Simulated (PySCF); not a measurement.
BeFH2N, SMILES [NH2][Be][F]. The structure is a stationary point at TPSSh-D3(BJ)/def2-TZVP. The values are those of a single conformer.

The numbers are results of TPSSh-D3(BJ)/def2-TZVP (PySCF), not measurements.

Harmonic wavenumbers (cm⁻¹): 254, 309, 329, 695, 699, 1469, 1586, 3576, 3654. Rotational constants (GHz): 367.8, 6.523, 6.409; symmetry number 2.

### Question
Work out the zero-point energy and the ideal-gas rigid-rotor harmonic-oscillator thermochemistry at 298.15 K and 1 atm.

### Answer
ZPE = ½ Σ hcν = ½ × 12572 cm⁻¹ = 75.20 kJ/mol. H − E(el) = 89.08 kJ/mol. Entropy in J/(mol K): translation 155.95, rotation 80.32, vibration 20.80, total 257.07. G − E(el) = 12.43 kJ/mol. Cp = 61.86 J/(mol K).
